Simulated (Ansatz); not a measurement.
Basis-set extrapolation for C2H9NOSi, SMILES `C[SiH2]OCN` (PBE0-D4/def2-TZVP geometry, frozen core, Ansatz 0.2.0). Multiplicity 1, RHF reference.

```tsv
	def2-TZVPP	def2-QZVPP
HF	-499.360863	-499.380739
MP2 correlation	-0.928066	-0.994401
CCSD(T) correlation	-1.013444	not run
```

Energies in hartree. Use E(X) = E(∞) + A·exp(−7.88·√X) for Hartree–Fock and E(X) = E(∞) + B·X^(−2.97) for correlation, with X = 3 and 4, and add CCSD(T) minus MP2 of the smaller set to the MP2 limit.

Question: What is the CCSD(T) energy at the basis-set limit?

Answer: HF limit: -499.380739 + (-0.019876) × 0.13774 = -499.38348. MP2 limit: -0.994401 + (-0.066335) × 0.74074 = -1.04354. Higher-order term: -1.013444 − (-0.928066) = -0.08538. Total: -500.51240 hartree, 362.6 kJ/mol below CCSD(T)/def2-TZVPP.
